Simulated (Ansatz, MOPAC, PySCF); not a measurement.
Torsion F1–Si2–Si3–H4 in FH3Si2 (SMILES F[Si][SiH3]); at each angle all else is relaxed with GFN2-xTB, and the levels are single points there.
Geometry at 60° (charge 0, multiplicity 1):
```xyz
6

F      2.493     0.451    -0.055
Si     1.543    -0.899     0.047
Si    -0.564     0.021    -0.004
H     -1.020     0.825    -1.149
H     -0.970     0.818     1.166
H     -1.460    -1.153     0.010
```

On the grid 0° to 120°, 0° is the highest and 60° the lowest point at MP2/CBS(cc-pV(T+d)Z, cc-pV(Q+d)Z) + ΔCCSD(T)/cc-pV(T+d)Z.

Cores are frozen in the correlated methods. Rows in 3-21G carry no dispersion term and start afresh at each structure. The state reached by PM3 isn't checked.

Codes used: Ansatz (Gaussian basis) for Hartree–Fock, density functionals and correlated methods; MOPAC for PM3 (differences of heats of formation); PySCF for 3-21G rows, the dispersion terms. Each number belongs to the level named beside it.

```json
[
 {"level": "PM3", "energy at 0° less that at 60° (meV)": "-35.1"},
 {"level": "r2SCAN-D4/def2-TZVPP", "energy at 0° less that at 60° (meV)": "-6.0"},
 {"level": "B3LYP/3-21G", "energy at 0° less that at 60° (meV)": "11.6"},
 {"level": "B3LYP/def2-TZVPP", "energy at 0° less that at 60° (meV)": "5.2"},
 {"level": "B3LYP-D4/def2-TZVPP", "energy at 0° less that at 60° (meV)": "5.4"},
 {"level": "MP2/cc-pV(D+d)Z", "energy at 0° less that at 60° (meV)": "17.5"},
 {"level": "SCS-MP2/cc-pV(T+d)Z", "energy at 0° less that at 60° (meV)": "16.2"},
 {"level": "CCSD/cc-pV(T+d)Z", "energy at 0° less that at 60° (meV)": "[?]"},
 {"level": "CCSD(T)/cc-pV(T+d)Z", "energy at 0° less that at 60° (meV)": "[?]"}
]
```

Q: Some entries are withheld; supply them.

A: 
- CCSD/cc-pV(T+d)Z, energy at 0° less that at 60° (meV): 18.0
- CCSD(T)/cc-pV(T+d)Z, energy at 0° less that at 60° (meV): 15.0

Ansatz is a program for electronic structure.
